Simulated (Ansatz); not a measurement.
The same path of a periodic cell of 17 atoms, Si (host Si, host structure diamond, interstitial Si) was run twice with different band settings. Lost on the way: Si1–Si17. Made: Si14–Si17.

Computed with DFT PBE-D3(BJ), scalar-relativistic, plane waves, PAW in Ansatz. Settings: PAW set soft_1, cutoff 420 eV, k mesh 2x2x2, gaussian smearing 0.05 eV, no spin polarisation.

Relaxed end points:

```xyz
17
Lattice="0.0000 5.4300 5.4300 5.4300 0.0000 5.4300 5.4300 5.4300 0.0000" Properties=species:S:1:pos:R:3
Si -0.023 -0.030 0.024
Si 1.357 1.353 1.389
Si 2.738 2.732 0.020
Si 4.076 4.060 1.357
Si 2.719 -0.006 2.712
Si 4.041 1.353 4.074
Si 5.412 2.731 2.694
Si 6.789 4.103 4.072
Si -0.004 2.716 2.708
Si 1.359 4.033 4.071
Si 2.743 5.399 2.688
Si 4.107 6.783 4.069
Si 2.722 2.716 5.434
Si 4.073 4.072 6.787
Si 5.428 5.423 5.432
Si 6.792 6.782 6.753
Si 6.791 6.775 9.502
```

```xyz
17
Lattice="0.0000 5.4300 5.4300 5.4300 0.0000 5.4300 5.4300 5.4300 0.0000" Properties=species:S:1:pos:R:3
Si 0.000 0.001 -0.002
Si 1.352 1.355 1.349
Si 2.714 2.716 0.030
Si 4.075 4.078 1.350
Si 2.714 0.034 2.712
Si 4.079 1.352 4.073
Si 5.397 2.716 2.712
Si 6.763 4.097 4.094
Si 0.030 2.716 2.712
Si 1.350 4.080 4.071
Si 2.714 5.401 2.712
Si 4.095 6.766 4.094
Si 2.714 2.716 5.389
Si 4.093 4.096 6.759
Si 5.429 5.431 5.429
Si 6.765 6.767 6.759
Si 8.143 8.147 8.141
```

Common settings: spring 5.0 eV/Å²; optimiser quadratic models (default); end points relaxed.

| run | movable images | climbing image | start path | force threshold | iteration limit |
| --- | --- | --- | --- | --- | --- |
| 1 | 3 | yes | IDPP | 0.03 eV/Å | 80 |
| 2 | 4 | no | default | 0.05 eV/Å | 50 |

Question: What does each run give, and how far can it be trusted?

Answer: Run 1: converged after 27 iterations, highest image 0.304 eV above the first end. By the program's own check the climbing image is a first-order saddle point (lowest curvatures found: -0.23 and 0.70 eV/Å²).
Run 2: converged after 5 iterations, highest image 0.294 eV above the first end. No image climbed, so the highest image needn't sit at the top of the path.
Limits of this set-up: coarse k mesh.
